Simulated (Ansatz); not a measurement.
Ansatz (a program for electronic structure) input for C3H3, SMILES C#C[CH2] (connectivity only; charge and spin as stated), charge +1, multiplicity 1, PBE-D3(BJ)/def2-TZVP. 

Ansatz 0.2 input:
```yaml
crystal:
  periodic: [false, false, false]
  atoms:
    - {symbol: C, position_ang: [0.00000000, 0.00000000, -1.32801600]}
    - {symbol: C, position_ang: [-0.00000000, -0.00000000, -0.10399228]}
    - {symbol: C, position_ang: [-0.00000000, 0.00000000, 1.23569288]}
    - {symbol: H, position_ang: [0.00000000, -0.00000000, -2.40401824]}
    - {symbol: H, position_ang: [0.00000000, -0.93872460, 1.79095532]}
    - {symbol: H, position_ang: [0.00000000, 0.93872460, 1.79095532]}
basis:
  gaussian:
    orbitals: def2-TZVP
hamiltonian:
  xc: pbe
  dispersion: d3bj
total_charge: 1
relax: {f_tol: 0.002, max_steps: 200}
```

Program output:

```
WARN ansatz: RAYON_NUM_THREADS=1 ignored (pool sized by the plan → 1); use --threads N
Functional definition: PBE
integrals: 0.02 GiB planned
672 factors; their error is unknown
mean field: 0.25 GiB planned
mean field evaluation 1: about -3134.5691 eV, gradient 6.5e1 eV
mean field evaluation 2: about -3125.9809 eV, gradient 8.2e1 eV
mean field evaluation 4: about -3143.8308 eV, gradient 1.9e1 eV
mean field evaluation 8: about -3144.8296 eV, gradient 5.2e-1 eV
mean field evaluation 16: about -3144.8299 eV, gradient 5.2e-6 eV
mean field -3144.82991408 eV, -115.5703677000 hartree, gradient 5.5e-6 eV, S^2 0.000000; 0 other end points of the search recorded, 0 dependent functions left out
the calculation of the forces begins
reference -3144.82994590 eV, -115.5703688696 hartree; 10, 10 occupied and 101, 101 virtual orbitals, 672 factors
relax step   1: F+E_penalty+E_count = -3144.90862230 eV  Δ(F+E_penalty+E_count) = +0.000e0 eV  max|allowed force component| = 8.164e-1 eV/Å  Δτ_max = 0.0000 Å  (29 SCF iters, accepted)
these checks for a lower state are left out or cut short: starts, cluster_reference, orbital_swaps, neighbouring_geometries, increment
integrals: 0.02 GiB planned
672 factors; their error is unknown
mean field: 0.25 GiB planned
mean field -3144.84028959 eV, -115.5707489931 hartree, gradient 9.9e-6 eV, S^2 0.000000; 0 other end points of the search recorded, 0 dependent functions left out
the calculation of the forces begins
reference -3144.84032148 eV, -115.5707501650 hartree; 10, 10 occupied and 101, 101 virtual orbitals, 672 factors
relax step   2: F+E_penalty+E_count = -3144.91873804 eV  Δ(F+E_penalty+E_count) = -1.012e-2 eV  max|allowed force component| = 6.921e-2 eV/Å  Δτ_max = 0.0153 Å  (33 SCF iters, accepted)
these checks for a lower state are left out or cut short: starts, cluster_reference, orbital_swaps, neighbouring_geometries, increment
integrals: 0.02 GiB planned
672 factors; their error is unknown
mean field: 0.25 GiB planned
mean field evaluation 32: about -3144.8407 eV, gradient 9.7e-6 eV
mean field -3144.84068169 eV, -115.5707634025 hartree, gradient 1.0e-5 eV, S^2 0.000000; 0 other end points of the search recorded, 0 dependent functions left out
the calculation of the forces begins
reference -3144.84071360 eV, -115.5707645751 hartree; 10, 10 occupied and 101, 101 virtual orbitals, 672 factors
relax step   3: F+E_penalty+E_count = -3144.91907893 eV  Δ(F+E_penalty+E_count) = -3.409e-4 eV  max|allowed force component| = 9.620e-3 eV/Å  Δτ_max = 0.0035 Å  (33 SCF iters, accepted)
these checks for a lower state are left out or cut short: starts, cluster_reference, orbital_swaps, neighbouring_geometries, increment
integrals: 0.02 GiB planned
672 factors; their error is unknown
mean field: 0.25 GiB planned
mean field -3144.84068419 eV, -115.5707634945 hartree, gradient 1.0e-5 eV, S^2 0.000000; 0 other end points of the search recorded, 0 dependent functions left out
the calculation of the forces begins
reference -3144.84071610 eV, -115.5707646671 hartree; 10, 10 occupied and 101, 101 virtual orbitals, 672 factors
relax step   4: F+E_penalty+E_count = -3144.91907969 eV  Δ(F+E_penalty+E_count) = -7.628e-7 eV  max|allowed force component| = 1.601e-3 eV/Å  Δτ_max = 0.0001 Å  (33 SCF iters, accepted)
integrals: 0.02 GiB planned
672 factors; their error is unknown
mean field: 0.25 GiB planned
mean field evaluation 64: about -3144.8407 eV, gradient 4.8e-4 eV
mean field -3144.84068419 eV, -115.5707634945 hartree, gradient 1.0e-5 eV, S^2 0.000000; 1 other end points of the search recorded, 0 dependent functions left out
the calculation of the forces begins
reference -3144.84071610 eV, -115.5707646671 hartree; 10, 10 occupied and 101, 101 virtual orbitals, 672 factors
Total energy: -3144.91911160 eV, -115.5736456484 hartree
Atom 0 at     0.000000     0.000000    -1.340258 Å, force     0.000000    -0.000000     0.000683 eV/Å
Atom 1 at     0.000000     0.000000    -0.104911 Å, force     0.000000     0.000000    -0.001601 eV/Å
Atom 2 at     0.000000     0.000000     1.242592 Å, force    -0.000000    -0.000000     0.000426 eV/Å
Atom 3 at    -0.000000    -0.000000    -2.422847 Å, force    -0.000000     0.000000     0.000101 eV/Å
Atom 4 at    -0.000000    -0.944294     1.803501 Å, force    -0.000000     0.000288     0.000196 eV/Å
Atom 5 at    -0.000000     0.944294     1.803501 Å, force    -0.000000    -0.000288     0.000196 eV/Å
Dipole moment:    -0.000000     0.000000     0.073842 e Å
```

The run converged.

Cost: very roughly 10 core-seconds.
